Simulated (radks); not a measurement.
The numbers below are computed, except where a source is named.
Q: These are the eigenvalues of the occupied orbitals of an atom or ion with whole-number occupations (Ry). Level of theory: Dirac Kohn-Sham, PBEsol, spin-unpolarised, spherical densities, finite nucleus; Fermi nuclear charge, rms radius of each element as measured or else 0.836 A^(1/3) + 0.57 fm (a radial shooting solver on a logarithmic mesh with Libxc functionals).

| orbital | eigenvalue |
|---|---|
| 1s1/2 | -6645.786 |
| 2s1/2 | -1193.121 |
| 2p1/2 | -1147.000 |
| 2p3/2 | -976.6189 |
| 3s1/2 | -287.9505 |
| 3p1/2 | -266.9638 |
| 3p3/2 | -228.8202 |
| 3d3/2 | -194.1825 |
| 3d5/2 | -186.0919 |
| 4s1/2 | -66.04819 |
| 4p1/2 | -56.89975 |
| 4p3/2 | -47.49257 |
| 4d3/2 | -32.55174 |
| 4d5/2 | -30.79548 |
| 5s1/2 | -11.54557 |
| 4f5/2 | -11.39936 |
| 4f7/2 | -10.99575 |
| 5p1/2 | -8.36629 |
| 5p3/2 | -6.54881 |
| 5d3/2 | -2.11166 |
| 5d5/2 | -1.89087 |
| 6s1/2 | -1.06107 |
| 6p1/2 | -0.44331 |
| 6p3/2 | -0.30049 |

Which element is it, and in what charge state? The configuration may be excited. Open shells, if any, are shared by 2j + 1.

A: Z = 83, bismuth, charge 0: Bi in [Hg] 6p3. The list shows which subshells hold electrons but not how many an open one holds; the 1s level, -3322.9 hartree, gives Z - s = 81.5 by -(Z - s)^2/2, which with screening and relativity narrows Z to a few neighbours, and the depths of the outer levels then fix element, charge and occupations together.
